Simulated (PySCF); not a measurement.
Computed shifts of a molecule CH4ClFOSi2, PBE/pcSseg-1 (PySCF), GIAO, gas phase, atoms alike by connectivity averaged where their shifts nearly agree, in ppm (number of nuclei): ¹⁹F: -149.4 (1). ²⁹Si: 41.7 (1), 27.5 (1). ¹³C: 77.1 (1). ¹H: 6.64 (1), 6.20 (1), 5.03 (1), 4.94 (1). References: ¹⁹F against CFCl3 (σ = 133.6 ppm); ²⁹Si against TMS (σ = 335.4 ppm); ¹⁷O against H2O (σ = 334.3 ppm); ¹³C against TMS (σ = 182.0 ppm); ³⁵Cl against HCl (σ = 936.5 ppm); ¹H against TMS (σ = 31.49 ppm), references at their B3LYP-D3(BJ)/def2-TZVP geometries, non-relativistic (without spin–orbit terms, shifts of atoms bonded to Cl or Br come out too high). Geometry optimised at B3LYP-D3(BJ)/def2-SVP. The values are those of a single conformer.

Task: Identify the compound among the candidates.
A) F[Si@H]1OC[Si@@H]1Cl
B) F[Si@@H]1CO[Si@H]1Cl
C) F[Si@]1(Cl)CO[SiH2]1
D) F[Si@@]1(Cl)OC[SiH2]1

Result: A, F[Si@H]1OC[Si@@H]1Cl
